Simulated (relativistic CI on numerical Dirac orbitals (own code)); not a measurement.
**Sensitivity of the levels of Hg30+ to α and to the nuclear radius**

Computed by Dirac-Coulomb-Breit CI, KLI orbitals optimised for each configuration, derivatives by finite differences, unscaled Slater integrals, QED left out (own radial code, finite nucleus).

Configurations in the expansion (outside the closed core [Ar] 3d10 4p6 4d10): 4s²4f⁴, 4s²4f³5s, 4s²4f³5p, 4s²4f²5s², 4s²4f²5s5p, 4s4f³5s². Levels of other configurations are missing.

With x = (α/α₀)² − 1 an excitation energy changes as ω = ω₀ + qx; K = 2q/ω₀ is the relative enhancement. Terms are leading LS components, so labels can repeat. The field-shift factor is F = δν/δ⟨r²⟩ for the transition from the lowest level.

Lowest level 4s²4f⁴ ⁵I4.

```csv
Level,ω₀ (cm⁻¹),q (cm⁻¹),K,F (GHz/fm²)
4s²4f⁴ ⁵I5,27169.9,34450,2.54,1.86
4s²4f⁴ ⁵F2,44208.3,-8021,-0.363,0.151
4s²4f⁴ ⁵I6,47051.8,48440,2.06,2.73
4s²4f⁴ ⁵I7,59985.7,46680,1.56,2.82
4s²4f⁴ ³G4,60422.0,19750,0.654,1.6
4s²4f⁴ ⁵F1,61048.6,30340,0.994,2.06
4s²4f⁴ ³K8,69128.7,40870,1.18,2.69
4s²4f⁴ ⁵F3,70622.1,31790,0.9,2.25
4s²4f⁴ ⁵G2,74845.1,28820,0.77,2.16
4s²4f⁴ ⁵G3,78461.9,29850,0.761,2.25
4s²4f⁴ ⁵S2,79283.1,39010,0.984,2.67
4s²4f⁴ ³K6,85705.3,55820,1.3,3.52
4s²4f⁴ ³G5,89991.2,43010,0.956,2.99
```

At this charge energies of transitions that change n are usually good to better than 1 %, and those within a shell (Δn = 0) to a few per cent. Terms inside the open d or f shell come out 10 to 20 % too wide with unscaled integrals.
